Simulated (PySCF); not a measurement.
`C=CCN[SiH2-]` (charge -1). Method: PySCF, PBE0-D3(BJ)/def2-SVP geometry optimisation, gas phase.

```
atom  x, y, z in Å
C1    -2.3125    0.7365    0.2627
C2    -1.3690   -0.1386   -0.0990
C3     0.0799   -0.0935    0.2878
N4     0.9358   -0.1207   -0.8618
Si5    2.7410   -0.4698   -0.7270
H6    -2.0749    1.5795    0.9221
H7    -3.3488    0.6513   -0.0813
H8    -1.6233   -0.9588   -0.7843
H9     0.2429    0.7644    0.9869
H10    0.3085   -0.9965    0.8860
H11    0.7512    0.6828   -1.4574
H12    2.5814   -1.8611   -0.0390
H13    3.0277    0.2273    0.6590
```

Question: What is the longest distance between nuclei?

Answer: H7···H12 and H7···H13, 6.441 Å down to 6.433 Å.

Question: What is the repulsion energy of the bare nuclei, Σ ZA·ZB/RAB?

Answer: 203.35 Eh over 78 pairs, with full nuclear charges and distances in bohr; the largest single term is 28.13 Eh (N4 with Si5).

Question: Work out the bond lengths C1=C2, C1–H6, C1–H7, C3–N4, C3–H10, N4–Si5, Si5–H13 in Å.

Answer: For C1=C2 the difference vector is (0.9435, -0.8751, -0.3617) Å, of length 1.3367 Å. C1=C2 1.337; C1–H6 1.096; C1–H7 1.095; C3–N4 1.433; C3–H10 1.107; N4–Si5 1.844; Si5–H13 1.578 Å.

Question: Where is the centre of mass (commonest isotopes), and what is the radius of gyration?

Answer: Mass 86.043 u; centre at (0.540, -0.101, -0.301) Å; Rg = √(Σ m r²/M) = 2.063 Å. As Ia + Ib + Ic = 2 Σ m r², the three principal moments sum to 732.2 u·Å².

Question: How far are the heavy atoms from their best plane (unweighted least squares)?

Answer: 0.223 Å rms; C1 0.31, C2 0.38, C3 0.05, N4 0.06, Si5 0.07 Å (magnitudes).

Question: What are the angles C2–C1–H6, H6–C1–H7, C3–C2–H8, N4–C3–H9, C3–N4–Si5, N4–Si5–H13?

Answer: From the scalar product of the two bond vectors; for C2–C1–H6 it is -0.7520 Å² over 1.3367 × 1.0963 Å², cos θ = -0.5132. C2–C1–H6 120.9°; H6–C1–H7 117.0°; C3–C2–H8 114.0°; N4–C3–H9 115.4°; C3–N4–Si5 122.0°; N4–Si5–H13 99.1°.

Question: Give the dihedral angles H7–C1–C2–C3, H8–C2–C3–H9, C3–N4–Si5–H12, C1–C2–C3–H10, H11–N4–Si5–H13, C3–N4–Si5–H13.

Answer: H7–C1–C2–C3 178° (antiperiplanar); H8–C2–C3–H9 180° (antiperiplanar); C3–N4–Si5–H12 58° (synclinal); C1–C2–C3–H10 117° (anticlinal); H11–N4–Si5–H13 99° (anticlinal); C3–N4–Si5–H13 -35° (synclinal). Dihedral signs follow IUPAC: positive where, seen along the central bond, the front bond turns clockwise onto the rear one.

Question: How far apart are these pairs, which share no bond: C2···H9, C3···Si5, C3···H11, C3···H13, H6···H7, H7···H10?

Answer: C2···H9 2.143 Å (2 bonds apart); C3···Si5 2.873 Å (2 bonds apart); C3···H11 2.025 Å (2 bonds apart); C3···H13 2.988 Å (3 bonds apart); H6···H7 1.868 Å (2 bonds apart); H7···H10 4.126 Å (4 bonds apart).

Question: Write the matrix of distances between heavy atoms (Å, lower triangle).

Answer: 
```
C1    0.000
C2    1.337  0.000
C3    2.532  1.500  0.000
N4    3.543  2.428  1.433  0.000
Si5   5.289  4.171  2.873  1.844  0.000
```

No frequency check. The geometry's basis has no diffuse functions, a weakness for an anion.

One conformer stands for the species.
